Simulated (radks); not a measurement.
Values are calculated unless marked as measured or tabulated.
Removal energies from the tungsten ion W5+, [Xe] 4f14 5d1, by Delta-SCF beside the eigenvalue of the level emptied. Level of theory: scalar-relativistic Kohn-Sham, PBEsol, spin-polarised, spherical densities, finite nucleus; Fermi nuclear charge, rms radius of each element as measured or else 0.836 A^(1/3) + 0.57 fm (a radial shooting solver on a logarithmic mesh with Libxc functionals). Open shells are filled with parallel spins first.

| removed from | final configuration | Delta-SCF (eV) | -eigenvalue (eV) |
|---|---|---|---|
| 5d | [Xe] 4f14 | 64.123 | 57.356 |
| 4f | [Xe] 4f13 5d1 | 105.58 | 92.392 |
| 5p | [Kr] 4d10 4f14 5s2 5p5 5d1 | 108.42 | 100.05 |
| 5s | [Kr] 4d10 4f14 5s1 5p6 5d1 | 146.38 | 137.11 |
